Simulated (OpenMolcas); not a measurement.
# Mo²⁺: the spin-orbit constant, worked from levels

```
Program             : OpenMolcas 26.06
Basis               : ANO-R3 [8s6p5d3f2g1h]
Scalar Hamiltonian  : X2C, finite nucleus
Active space        : 4 electrons in 6 orbitals (4d 5s)
State averaging     : 2S+1 = 5 even, 15 roots; 2S+1 = 3 even, 95 roots kept (CI in the orbitals of an earlier block); 2S+1 = 1 even, 90 roots kept (CI in the orbitals of an earlier block)
Spin-orbit coupling : RASSI with atomic mean-field integrals over the reference wave functions, term energies averaged over their components
```

Methods: CASSCF; MS-CASPT2, IPEA 0.25 Eh, imaginary shift 0.1 Eh (closed shells correlated: 4s 4p). Measured levels: Sugar and Musgrove, J. Phys. Chem. Ref. Data 17, 155 (1988).

**The spin-orbit constant.** For the Hund term 5D of d4, E(J) = (A/2) J(J+1) + constant and ζ = 2S·A = 4A. From J = 0 to J = 4 the energy changes by 10 A.

| Source | E(4) - E(0) | A | ζ |
| --- | --- | --- | --- |
| CASSCF | 1883.3 | 188.3 | 753 |
| MS-CASPT2 | 1909.0 | 190.9 | 764 |
| measured | 1872.3 | 187.2 | 749 |

All in cm-1. MS-CASPT2 is off by +2.0 % and CASSCF by +0.6 %. Both methods take the spin-orbit matrix elements from the reference wave functions, so the second can move ζ only through the term energies and any multistate remixing. Second-order mixing with other terms is absorbed into this ζ.

Configurations are named by rounded mean occupations; where the s occupation lies near a half they are strongly mixed, a name can repeat and a true partner stay unpaired. Without dynamic correlation excited terms often stand tens of per cent too high (terms of higher spin than the ground term too low), and those without a measured partner can miss by more than the paired ones (holds for CASSCF). Blocks of more than 70 roots (2S+1 = 3 even, 1 even) ran without multistate coupling (holds for MS-CASPT2). Computed and measured levels are paired by configuration, term and J; levels that our copy of the source lacks, or whose pairing is in doubt (as where it misses far off the trend of its configuration), stay unpaired and out of the deviations. Levels of configurations outside the active space are missing.
